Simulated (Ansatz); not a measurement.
Gas-phase reaction in SMILES: CC[SiH3] [ethylsilane] → CC[SiH2-] + H+
Structures are relaxed separately at B3LYP-D3(BJ)/def2-TZVP in Ansatz (a first-principles code), one conformer each, not searched for the lowest.

Quantity: gas-phase deprotonation energy (electronic energy difference), in kJ/mol. Correlated levels leave the core frozen unless marked. No spin-orbit coupling. No relativistic terms. Anions need diffuse functions: aug- sets have them; def2-D sets add few; the other sets have none. Basis-set limits of correlation are two-point, X^-3; Hartree-Fock from the larger set.

CCSD(T)/CBS(aug-cc-pV(T+d)Z,aug-cc-pV(Q+d)Z) (Ansatz) gives 1607.4 kJ/mol.

Another calculation gave 1598.4 kJ/mol. Which level was it?
(A) PBE-QIDH/def2-TZVPD (Ansatz)
(B) BHLYP/def2-TZVPD (Ansatz)
(C) revPBE/def2-TZVPD (Ansatz)
(D) SVWN5/def2-TZVPD (Ansatz)

C, revPBE/def2-TZVPD (Ansatz). The others give 1550.7 (SVWN5), 1614.2 (PBE-QIDH), 1626.3 (BHLYP) kJ/mol.
